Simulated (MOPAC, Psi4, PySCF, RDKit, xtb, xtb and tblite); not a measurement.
Two geometries of SMILES c1cc(cs1)-c1c(C)ccs1 (C₉H₈S₂), relaxed at GFN2-xTB with one dihedral held; other torsions can differ between them too.

Structure A

```
19

C     -1.5240    -1.2864     0.9665
C     -1.3635     0.0060     0.2349
C     -2.4503     0.8674    -0.0648
C     -2.0789     1.9811    -0.7407
S     -0.3869     2.0208    -1.0425
C     -0.1777     0.4880    -0.2446
C      1.1543    -0.0725    -0.0856
C      1.7479    -0.3678     1.1749
C      3.0170    -0.8246     1.0593
S      3.5355    -0.8974    -0.5799
C      2.0198    -0.2983    -1.1157
H     -2.3450    -1.8596     0.5387
H     -0.6137    -1.8778     0.9108
H     -1.7562    -1.1004     2.0154
H     -3.4655     0.6525     0.2191
H     -2.6920     2.7895    -1.0863
H      1.2369    -0.2361     2.1115
H      3.6923    -1.1190     1.8378
H      1.8445    -0.1506    -2.1628
```

Structure B

```
19

C     -1.5310    -1.2998     0.9359
C     -1.3590     0.0100     0.2395
C     -2.4465     0.8715    -0.0514
C     -2.0742     2.0205    -0.6664
S     -0.3762     2.0994    -0.9096
C     -0.1607     0.5414    -0.1601
C      1.1706    -0.0181    -0.0655
C      2.3241     0.7580     0.2489
C      3.4543     0.0180     0.3128
S      3.1585    -1.6468    -0.0089
C      1.4838    -1.3385    -0.2275
H     -1.7603    -2.0874     0.2173
H     -0.6242    -1.5755     1.4695
H     -2.3562    -1.2396     1.6426
H     -3.4660     0.6328     0.1957
H     -2.6901     2.8342    -0.9938
H      2.2859     1.8196     0.4159
H      4.4519     0.3409     0.5343
H      0.8333    -2.1461    -0.4947
```

Question: Which is lower in energy at the level B3LYP-D3(BJ)/def2-SVP // GFN2-xTB (Psi4 1.11), and by how much?

Answer: B is lower, by 3.80 kJ/mol (dihedral S5–C6–C7–C8: 120° in A, 40° in B).

E(B) − E(A) in kJ/mol at the other levels, on the same two geometries: GFN2-xTB (xtb and tblite) -4.47; MMFF94 // GFN2-xTB (RDKit) -22.81; B3LYP/def2-SVP // GFN2-xTB (Psi4) -3.08; PBE/def2-SVP // GFN2-xTB (Psi4) -3.96; PBE-D3(BJ)/def2-SVP // GFN2-xTB (Psi4) -4.31; UFF // GFN2-xTB (RDKit) -4.27; PM3, restricted, heats of formation // GFN2-xTB (MOPAC) -0.64; PM7, restricted, heats of formation // GFN2-xTB (MOPAC) 0.46; GFN1-xTB // GFN2-xTB (xtb) -4.91; restricted B3LYP/6-31G*, spherical d, density fitting // GFN2-xTB (PySCF) -2.65; restricted Hartree-Fock/3-21G, density fitting // GFN2-xTB (PySCF) 0.21; restricted Hartree-Fock/STO-3G // GFN2-xTB (PySCF) -3.00; restricted LDA (SVWN5)/6-31G*, spherical d, density fitting // GFN2-xTB (PySCF) -6.06.
